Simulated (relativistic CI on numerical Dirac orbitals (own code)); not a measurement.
**Hyperfine structure of Rh35+, mass number 103**

Calculated at this level of theory: Dirac-Coulomb-Breit CI, KLI orbitals optimised for each configuration, QED by a radiative potential, unscaled Slater integrals (own radial code, finite nucleus).

Configuration list (outside the closed core 1s2): 2s²2p⁶, 2s²2p⁵3s, 2s²2p⁵3p, 2s²2p⁵3d, 2s2p⁶3s, 2s2p⁶3p, 2s2p⁶3d, 2s²2p⁵4s, 2s²2p⁵4p, 2s²2p⁵4d, 2s²2p⁵4f, 2s2p⁶4s, 2s2p⁶4p, 2s2p⁶4d, 2s²2p⁴3s², 2s2p⁶4f. Levels of other configurations are missing.

Nuclear spin I = 1/2, μ = -0.08829 μN (tables of Stone and Pyykkö). The electronic factors are computed for point nuclear moments, without core polarisation or the Bohr-Weisskopf and QED corrections.

| Level | E (eV) | A (GHz) |
| --- | --- | --- |
| 2s²2p⁵3s ³P°2 | 2787.56 | -56.43 |
| 2s²2p⁵3s ¹P°1 | 2791.97 | 0.1219 |
| 2s²2p⁵3p ³D2 | 2861.59 | -32.09 |
| 2s²2p⁵3p ³D3 | 2897.26 | -17.72 |
| 2s²2p⁵3p ¹P1 | 2897.37 | -18.73 |
| 2s²2p⁵3p ³P2 | 2903.77 | -17.68 |
| 2s²2p⁵3s ³P°1 | 2938.16 | -155 |
| 2s²2p⁵3d ³P°1 | 2986.21 | -11.18 |

Levels with J = 0, under 50 % of one LS term, or S terms without an open s electron are left out. Small factors come from cancelling terms and can be off by tens of per cent or more.

At this charge energies of transitions that change n are usually good to better than 1 %, and those within a shell (Δn = 0) to a few per cent.

(1) Give the hyperfine levels of 2s²2p⁵3s ³P°2 relative to its centre of gravity.

## Answers

(1) With K = F(F + 1) − I(I + 1) − J(J + 1), E = AK/2: F = 3/2: 84.65, F = 5/2: -56.43 GHz.

LS names give the leading component of a level, which can be under half, so a name can repeat, a term be missing and a line seem to break the LS rules.
